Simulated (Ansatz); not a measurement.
Cartesian coordinates in Å:
```
N 0.332 -0.166 1.260
V 0.263 0.005 -0.332
O -0.752 -1.270 -0.997
O -0.437 1.576 -0.705
F 1.871 -0.105 -0.991
H 0.521 -0.288 2.246
H -1.131 -1.966 -0.455
H -0.668 2.214 -0.026
```

Charge 0, multiplicity 1.

List the r2SCAN/def2-TZVPP orbital energies in eV (Ansatz). (Estimate.)

Computed: Occupied: -5347.45, -665.59, -604.10, -516.29, -516.29, -508.48, -508.45, -508.37, -385.64, -72.00, -45.87, -45.75, -45.68, -29.69, -26.02, -25.88, -20.76, -12.99, -12.90, -11.90, -11.03, -10.41, -10.24, -9.55, -9.00, -8.78, -8.14, -7.77, -7.59. Lowest empty: -3.08, -3.00, -1.86, -1.85, -1.78, 0.08, 1.59, 2.06.
